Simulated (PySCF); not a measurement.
benzotriazole (C6H5N3), SMILES c1ccc2[nH]nnc2c1. Coordinates come from a B3LYP-D3(BJ)/def2-SVP optimisation.

Calculation: B3LYP-D3(BJ)/def2-SVP run with PySCF.

Harmonic wavenumbers (cm⁻¹): 224, 268, 417, 443, 538, 547, 597, 642, 706, 769, 799, 803, 883, 910, 976, 1009, 1018, 1032, 1046, 1133, 1159, 1258, 1291, 1298, 1353, 1425, 1436, 1499, 1538, 1644, 1685, 3182, 3194, 3203, 3213, 3656. Rotational constants (GHz): 4.005, 1.668, 1.178; symmetry number 1.

Q: Work out the zero-point energy and the ideal-gas rigid-rotor harmonic-oscillator thermochemistry at 298.15 K and 1 atm.

A: ZPE = ½ Σ hcν = ½ × 46795 cm⁻¹ = 279.90 kJ/mol. H − E(el) = 297.66 kJ/mol. Entropy in J/(mol K): translation 168.36, rotation 117.59, vibration 38.34, total 324.28. G − E(el) = 200.98 kJ/mol. Cp = 107.60 J/(mol K).
